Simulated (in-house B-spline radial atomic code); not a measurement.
RPA and G0W0 for the lithium ion Li⁺, 1s2, as one setting changes: the highest l of the empty states. Start: PBE. A dash marks a level of low quasi-particle weight. Computed with an all-electron radial atomic-structure program (B-spline basis): all electrons, non-relativistic, point nucleus, each spin shell either full or empty, empty states to the listed l with an (l + 1/2)⁻⁴ tail; G0W0 by contour deformation at full frequency.

```csv
highest l of the empty states,RPA summed (Eh),RPA extrapolated (Eh),G0W0 level (eV)
2,-0.083505,-0.086851,1s -74.91
3,-0.085545,-0.087092,1s -74.92
4,-0.086315,-0.08714,1s -74.92
5,-0.086664,-0.087151,1s -74.92
6,?,?,?
7,-0.086945,-0.087151,1s -74.92
8,-0.087005,-0.087147,1s -74.92
9,?,?,?
10,-0.087064,-0.087131,1s -74.92
11,-0.087079,-0.08713,1s -74.92
```

What belongs in the row for 6?

RPA summed (Eh): -0.086844; RPA extrapolated (Eh): -0.087153; G0W0 level (eV): 1s -74.92.

What belongs in the row for 9?

RPA summed (Eh): -0.087042; RPA extrapolated (Eh): -0.087141; G0W0 level (eV): 1s -74.92.
